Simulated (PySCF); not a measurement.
# Multinuclear NMR of C3H12O2Si3

Atom-mapped SMILES (the numbers label the heavy atoms): `[CH3:1][CH2:2][C:3](=[O:4])[SiH2:5][O:6][SiH2:7][SiH3:8]` (H(Xn): hydrogen on atom n).

[PySCF: GFN2-xTB structure; σ from GIAO-PBE0/pcSseg-1; equivalent nuclei averaged; a single conformation; relativity neglected; no solvent]

(1) Where does 29Si resonate?

(2) Where does 17O resonate?

## Answers

(1) 
```
atoms                   environment  σ (ppm)  δ (ppm)
  Si7  silicon bonded to O, Si, 2 H    369.6    -23.8
  Si5   silicon bonded to C, O, 2 H    402.4    -50.8
  Si8     silicon bonded to Si, 3 H    466.5   -103.5
```

Shieldings were converted by a linear fit to measured shifts: 29Si: δ = 279.94 − 0.822σ (rms 8.9 ppm, 72 shifts, 25.8 ppm with the 6 outliers that the fit left out vs TMS, solution or neat liquid). Occasional misses reach two or three times the rms, and more in compound classes unlike the fitted ones.

On a 500 MHz spectrometer 29Si resonates near 99.3 MHz, so 1 ppm is 99.3 Hz.

(2) 
```tsv
atoms	environment	σ (ppm)	δ (ppm)
O4	carbonyl oxygen	-461.8	687.3
O6	oxygen bonded to 2 Si	342.9	-45.7
```

Shieldings were converted by a linear fit to measured shifts: 17O: δ = 266.70 − 0.911σ (rms 10.7 ppm, 155 shifts, 12.2 ppm with the 3 outliers that the fit left out vs liquid water, solution or neat liquid). A few per cent of atoms miss by over 2 rms, more outside the fitted compound classes.

On a 400 MHz spectrometer 17O resonates near 54.2 MHz, so 1 ppm is 54.2 Hz.
